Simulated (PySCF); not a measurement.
## Nuclear quadrupole coupling in `O=S(=O)([O-])c1ccsc1`

C4H3O3S2 (charge -1).
Numbering: `[O:1]=[S:2](=[O:3])([O-:4])[c:5]1[cH:6][cH:7][s:8][cH:9]1` (hydrogens: H10 on C6; H11 on C7; H12 on C9)

Geometry (PBE0-D3(BJ)/def2-SVP, Å), atoms numbered from 1 in this order:
```xyz
12
C4H3O3S2 angstrom
O      1.779   -1.586    0.725
S      1.704   -0.279    0.045
O      2.440    0.815    0.710
O      1.877   -0.348   -1.419
C     -0.028    0.194    0.235
C     -1.120   -0.557   -0.293
C     -2.333    0.012   -0.017
S     -2.155    1.470    0.891
C     -0.435    1.315    0.898
H     -0.979   -1.480   -0.856
H     -3.326   -0.341   -0.296
H      0.216    2.041    1.383
```

Field gradients from the PBE0/pcSseg-1 density (PySCF, non-relativistic), principal values in atomic units, ordered |Vxx| ≤ |Vyy| ≤ |Vzz|:

| atom | Vxx | Vyy | Vzz |
| --- | --- | --- | --- |
| O1 | -0.5733 | -0.8834 | 1.4566 |
| S2 | -0.2295 | -0.2330 | 0.4625 |
| O3 | -0.5691 | -0.9103 | 1.4794 |
| O4 | -0.5744 | -0.8817 | 1.4561 |
| S8 | -0.3303 | -1.5048 | 1.8351 |

Q: Find the asymmetry η = (Vxx − Vyy)/Vzz and the couplings χ = eQV/h (234.96 MHz × Q in barn × V in au), with Q(17O) = −0.0256 b, Q(33S) = −0.0678 b.

A: 
```csv
atom,environment,nucleus,η,χzz (MHz),χxx (MHz),χyy (MHz)
O1,oxygen bonded to S,17O,0.21,-8.76,3.45,5.31
S2,sulfonyl sulfur,33S,0.01,-7.37,3.66,3.71
O3,oxygen bonded to S,17O,0.23,-8.90,3.42,5.48
O4,oxygen bonded to S,17O,0.21,-8.76,3.46,5.30
S8,thiophene-type sulfur,33S,0.64,-29.23,5.26,23.97
```

The gradient is axial or nearly so (η below 0.05) at S2. The tensor is traceless: Vxx + Vyy + Vzz = 0.

Q: What is Vzz at O4 in SI units (1 au = 9.71736 × 10²¹ V/m²)?

A: 1.4561 au = 14.150 × 10²¹ V/m².

Q: And the gradient at the other heavy atoms, for which no coupling is worked out here?

A: 
```json
{"atom": "C5", "environment": "substituted aromatic carbon", "Vzz (au)": "0.242", "η": "0.19"}
{"atom": "C6", "environment": "aromatic CH carbon", "Vzz (au)": "0.254", "η": "0.08"}
{"atom": "C7", "environment": "aromatic CH next to a ring sulfur", "Vzz (au)": "-0.215", "η": "0.69"}
{"atom": "C9", "environment": "aromatic CH next to a ring sulfur", "Vzz (au)": "-0.264", "η": "0.49"}
```

Q: What couplings would deuterons (Q(2H) = 0.00286 b) have in place of the hydrogens, at this geometry?

A: 
| atom | bonded to | bond length (Å) | Vzz (au) | η | χzz (kHz) |
| --- | --- | --- | --- | --- | --- |
| H10 | C6 | 1.091 | 0.3106 | 0.06 | 209 |
| H11 | C7 | 1.090 | 0.3185 | 0.10 | 214 |
| H12 | C9 | 1.089 | 0.3148 | 0.07 | 212 |

Geometry: PBE0-D3(BJ)/def2-SVP; no solvent, vibrations or thermal averaging. The pcSseg-1 basis has no diffuse functions, a weakness for an anion. The basis is small and wasn't made for field gradients, so the couplings can be 20 % off.
